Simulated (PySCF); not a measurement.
## Spinor energies of Al¹¹⁺ (aluminium, charge +11)

Start: 1s2. Calculated with PySCF 2.14 in an even-tempered Gaussian basis (15 s from 6.8 bohr⁻², ratio 2.4; 8 p from 8.9 bohr⁻², ratio 2.4; 3 d from 29 bohr⁻², ratio 2.6; 3 f from 44 bohr⁻², ratio 2.6): generalised Hartree-Fock with the X2C-1e Hamiltonian and a Gaussian nucleus; one run each with spin-orbit coupling (SO) switched off, then screened by Boettger's factors, then bare.

```csv
spinor shell,electrons,"ε, spin-free (eV)","ε, screened SO (eV)","ε, bare SO (eV)",weight of nominal j (screened SO),"rms radius, screened SO (bohr)"
1s1/2,2,-2086.9,-2086.9,-2086.9,1.000,0.137
```

| quantity | spin-free | screened SO | bare SO |
| --- | --- | --- | --- |
| E (hartree) | -161.32797 | -161.32797 | -161.32797 |
| M_J | 0 | 0 | 0 |
| ⟨J²⟩ | 0.000 | 0.000 | 0.000 |
| ⟨L²⟩ | 0.000 | 0.000 | 0.000 |
| ⟨S²⟩ | 0.000 | 0.000 | 0.000 |

Without spin-orbit coupling the j labels of p, d and f shells carry no meaning; the spin-free column gives the mean over the occupied spinors of each nl shell.
